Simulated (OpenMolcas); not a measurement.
An atom or ion with 12 electrons was computed by SS-RASPT2, IPEA 0.25 Eh, imaginary shift 0.1 Eh with spin-orbit coupling (OpenMolcas, ANO-RCC-VTZP, DKH2). The lowest levels that the run gave, each within 12 % of the measured value where one is at hand:

```tsv
J	Parity	E (cm-1)	g
0	even	0.0	
0	odd	21565	
1	odd	21581	1.501
2	odd	21613	1.501
1	odd	37014	1.000
```

**Question.** Which ion is it, and what are the configurations and terms?

**Answer.** Mg (Z = 12, neutral; active space 2 electrons in 9 orbitals (RAS2 3s 3p; RAS3 3d, at most 2 electrons)). J, parity and g give the terms where levels are pure, and mixed ones are named by the computed weights; the size of the splittings, set against known spectra of the 12-electron sequence, gives the charge. In order, with the measured energies in cm-1 (NIST Handbook of Basic Atomic Spectroscopic Data): 3s2 1S0, 3s 3p 3P* 0 (21850), 3s 3p 3P* 1 (21870), 3s 3p 3P* 2 (21911), 3s 3p 1P* 1 (35051).

Active for correlation alone: 3d; no level in the range computed is led by a configuration that fills it, so any true level of that kind is missing. Computed and measured levels are paired by configuration, term and J; levels that our copy of the source lacks, or whose pairing is in doubt (as where it misses far off the trend of its configuration), stay unpaired and out of the deviations. Only configurations of the active space appear.

* marks odd parity.
